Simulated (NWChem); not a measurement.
# AlSiH₄O₂F; SMILES [OH][Al]([OH])[SiH2]F

```xyz
9

Si     0.6589    -1.5339     0.0426
F     -0.6639    -2.5161    -0.0578
Al    -0.0555     0.8000    -0.0009
O      1.2133     1.9574    -0.0383
O     -1.7344     1.1478     0.0162
H      1.4001    -1.8864     1.3090
H      1.5773    -1.8777    -1.1039
H      1.1348     2.9233    -0.0489
H     -2.1664     2.0149     0.0015
```
Atoms are numbered in this order, from 1.

Computed with NWChem. Pople sets run with spherical d functions. The geometry was optimised at PBE-D3(BJ)/def2-SVP. Atomic charges in e: unrestrained fits to the electrostatic potential beside Mulliken populations; buried atoms are poorly determined by the fit.

Q: What does the run give for Hartree-Fock/6-31G*? Quantities: ESP Si1; Mulliken Si1; ESP F2; Mulliken F2; ESP Al3; Mulliken Al3; ESP O4; Mulliken O4; ESP O5; Mulliken O5; relative RMS misfit of the potential (%).

A: 
* **ESP Si1**: 0.45
* **Mulliken Si1**: 0.78
* **ESP F2**: -0.34
* **Mulliken F2**: -0.55
* **ESP Al3**: 1.07
* **Mulliken Al3**: 1.07
* **ESP O4**: -0.97
* **Mulliken O4**: -0.95
* **ESP O5**: -0.93
* **Mulliken O5**: -0.95
* **relative RMS misfit of the potential (%)**: 16
